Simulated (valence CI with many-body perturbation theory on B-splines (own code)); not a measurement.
# Valence orbitals of Ar12+

Computed by relativistic CI+MBPT: four valence electrons over a frozen Dirac-Fock core [He], radial functions for each j: 11 s, 11 p, 10 d, 8 f, 5 g, 2 h, with the one-electron correlation potential Σ1, the two-electron term Σ2, the three-electron term Σ3, Breit, model QED; selected CI, second order for the rest, scaled by the run's own slope (own B-spline code, finite nucleus).

No measured levels were compared; by estimate levels of excited configurations hold to 0.05 to 0.15 % of their energy, terms of the ground configuration to about 0.5 %. Among the levels kept, up to 890 cm⁻¹ of a level comes from second order outside the variational space, and about a tenth of that is noise between levels of different J, which matters for small intervals.

These are the spectroscopic orbitals of the CI (the correlating ones are not listed), shaped by the core and the other valence electrons. h is the expectation value of the core's Dirac-Fock operator, without the valence repulsion; Σ1 is computed up to l = 3 at one energy for each symmetry, that of its lowest orbital but kept below the first core excitation, so for empty shells it is not the orbital's own correlation shift; Breit and QED include the response of the core.

```csv
Orbital,h (hartree),Σ1 (cm⁻¹),Breit (cm⁻¹),QED (cm⁻¹),⟨r⟩ (bohr)
2s1/2,-33.65,-1065,1184,858,0.3764
3s1/2,-14.577,-235,310,230,0.9009
4s1/2,-8.0696,-86.7,119,89.4,1.667
5s1/2,-5.1187,-41.8,58.6,44.0,2.660
6s1/2,-3.5338,-23.4,33.1,24.9,3.883
7s1/2,-2.5856,-14.4,20.5,15.4,5.335
2p1/2,-32.436,-2302,2196,-63.5,0.3291
3p1/2,-14.2,-479,570,-16.6,0.8745
4p1/2,-7.9114,-178,224,-6.6,1.657
5p1/2,-5.0376,-86.2,111,-3.3,2.668
6p1/2,-3.4869,-48.4,63.3,-1.9,3.909
7p1/2,-2.5561,-29.9,39.4,-1.2,5.378
2p3/2,-32.312,-2241,982,-6.6,0.3308
3p3/2,-14.164,-467,248,-1.6,0.8770
4p3/2,-7.8965,-173,97.2,-0.6,1.661
5p3/2,-5.03,-84.1,48.1,-0.3,2.672
6p3/2,-3.4825,-47.2,27.3,-0.2,3.914
7p3/2,-2.5533,-29.2,17.0,-0.1,5.384
3d3/2,-13.942,-157,12.3,-2.3,0.7709
4d3/2,-7.8041,-66.8,6.6,-0.9,1.571
5d3/2,-4.9829,-34.3,3.7,-0.5,2.599
6d3/2,-3.4553,-19.8,2.2,-0.3,3.857
7d3/2,-2.5362,-12.5,1.4,-0.2,5.343
3d5/2,-13.932,-156,3.6,1.7,0.7717
4d5/2,-7.7998,-66.2,1.9,0.7,1.572
5d5/2,-4.9807,-34.0,1.1,0.4,2.600
6d5/2,-3.454,-19.7,0.6,0.2,3.858
7d5/2,-2.5354,-12.4,0.4,0.1,5.345
4f5/2,-7.7354,-10.9,0.0,-0.4,1.378
5f5/2,-4.9511,-6.2,0.0,-0.2,2.413
6f5/2,-3.4377,-3.8,0.0,-0.1,3.680
7f5/2,-2.5254,-2.5,0.0,-0.1,5.175
4f7/2,-7.7335,-10.9,0.0,0.3,1.378
5f7/2,-4.9501,-6.2,0.0,0.2,2.414
6f7/2,-3.4371,-3.8,0.0,0.1,3.681
7f7/2,-2.525,-2.5,0.0,0.1,5.176
5g7/2,-4.9416,,0.0,-0.1,2.114
6g7/2,-3.4318,,0.0,-0.1,3.383
7g7/2,-2.5215,,0.0,0.0,4.881
5g9/2,-4.941,,0.0,0.1,2.115
6g9/2,-3.4315,,0.0,0.1,3.383
7g9/2,-2.5212,,0.0,0.0,4.882
6h9/2,-3.4311,,,,2.999
6h11/2,-3.4308,,,,3.000
```

Among the shells of the start configuration 2s2 2p2, Σ1 is largest in size for 2p1/2, where it is 0.032 % of h.

Lowest root of each symmetry, sizes in configuration state functions:

| J | Parity | Roots | Reference | Variational | Second order | Change by selected CI (cm⁻¹) | Change by second order (cm⁻¹) |
| --- | --- | --- | --- | --- | --- | --- | --- |
| 0 | even | 16 | 55 | 29971 | 229642 | -15036 | -6 |
| 1 | even | 30 | 129 | 31998 | 785367 | -14775 | -218 |
| 2 | even | 33 | 156 | 32000 | 1096658 | -14780 | -281 |
| 3 | even | 21 | 128 | 32000 | 1248222 | -19423 | -684 |
| 4 | even | 9 | 86 | 32633 | 1215114 | -15248 | -116 |
| 5 | even | 3 | 47 | 41085 | 734968 | -15460 | -22 |
| 0 | odd | 12 | 51 | 28776 | 212379 | -19260 | -7 |
| 1 | odd | 29 | 132 | 31998 | 764049 | -17706 | -95 |
| 2 | odd | 28 | 153 | 31993 | 1062490 | -8448 | -122 |
| 3 | odd | 14 | 128 | 31992 | 1126306 | -17445 | -283 |
| 4 | odd | 5 | 87 | 31992 | 774521 | -21178 | -207 |
| 5 | odd | 1 | 48 | 27629 | 529931 | -27057 | -50 |
